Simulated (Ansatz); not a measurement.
Basis-set extrapolation for `FC[NH][AlH2]` (PBE0-D4/def2-TZVP geometry, frozen core, Ansatz 0.2.0). Multiplicity 1, RHF reference.

```
                      def2-TZVPP   def2-QZVPP
                 HF  -436.696098  -436.712499
    MP2 correlation    -0.714256    -0.770778
CCSD(T) correlation    -0.770247      not run
```

Energies in hartree. Use E(X) = E(∞) + A·exp(−7.88·√X) for Hartree–Fock and E(X) = E(∞) + B·X^(−2.97) for correlation, with X = 3 and 4, and add CCSD(T) minus MP2 of the smaller set to the MP2 limit.

What is the CCSD(T) energy at the basis-set limit?

HF limit: -436.712499 + (-0.016401) × 0.13774 = -436.71476. MP2 limit: -0.770778 + (-0.056522) × 0.74074 = -0.81265. Higher-order term: -0.770247 − (-0.714256) = -0.05599. Total: -437.58340 hartree, 307.3 kJ/mol below CCSD(T)/def2-TZVPP.
